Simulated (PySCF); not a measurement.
## Ne⁺ (neon, charge +1) across methods

[He] 2s1 2p5 3s1, high-spin 4P determinant (an excited configuration). Computed with PySCF 2.14 in aug-cc-pwCVDZ (5s4p2d, 27 functions), with no relativity, point nucleus.

```json
{"method": "PBE", "E (hartree)": "-126.1593", "mean ε 2p α (eV)": "-45.796", "mean ε 2p β (eV)": "-41.090", "mean ε 3s α (eV)": "-10.354", "Σ⟨r²⟩ (bohr²)": "13.50", "⟨S²⟩": "3.751"}
{"method": "PW91", "E (hartree)": "-126.2330", "mean ε 2p α (eV)": "-45.913", "mean ε 2p β (eV)": "-41.229", "mean ε 3s α (eV)": "-10.404", "Σ⟨r²⟩ (bohr²)": "13.48", "⟨S²⟩": "3.751"}
{"method": "M06-2X", "E (hartree)": "-126.1959", "mean ε 2p α (eV)": "-52.380", "mean ε 2p β (eV)": "-46.509", "mean ε 3s α (eV)": "-12.257", "Σ⟨r²⟩ (bohr²)": "13.58", "⟨S²⟩": "3.753"}
{"method": "wB97M-V", "E (hartree)": "-126.2055", "mean ε 2p α (eV)": "-51.546", "mean ε 2p β (eV)": "-46.162", "mean ε 3s α (eV)": "-13.201", "Σ⟨r²⟩ (bohr²)": "13.52", "⟨S²⟩": "3.751"}
{"method": "UHF", "E (hartree)": "-125.82314", "mean ε 2p α (eV)": "-59.057", "mean ε 2p β (eV)": "-49.281", "mean ε 3s α (eV)": "-13.131", "Σ⟨r²⟩ (bohr²)": "13.53", "⟨S²⟩": "3.753"}
{"method": "TPSS", "E (hartree)": "-126.2552", "mean ε 2p α (eV)": "-46.084", "mean ε 2p β (eV)": "-41.238", "mean ε 3s α (eV)": "-10.337", "Σ⟨r²⟩ (bohr²)": "13.50", "⟨S²⟩": "3.751"}
{"method": "PBE0", "E (hartree)": "-126.1393", "mean ε 2p α (eV)": "-49.315", "mean ε 2p β (eV)": "-43.510", "mean ε 3s α (eV)": "-11.169", "Σ⟨r²⟩ (bohr²)": "13.50", "⟨S²⟩": "3.751"}
{"method": "r2SCAN", "E (hartree)": "-126.1837", "mean ε 2p α (eV)": "-47.068", "mean ε 2p β (eV)": "-41.612", "mean ε 3s α (eV)": "-10.548", "Σ⟨r²⟩ (bohr²)": "13.50", "⟨S²⟩": "3.751"}
```

(1) Estimate the same row for LDA.

The outer electron is Rydberg-like, and this basis confines it to a smaller radius and binds it less than a complete one would.

Results:

(1) E (hartree) = -125.5081; mean ε 2p α (eV) = -45.893; mean ε 2p β (eV) = -41.124; mean ε 3s α (eV) = -10.390; Σ⟨r²⟩ (bohr²) = 13.51; ⟨S²⟩ = 3.751.
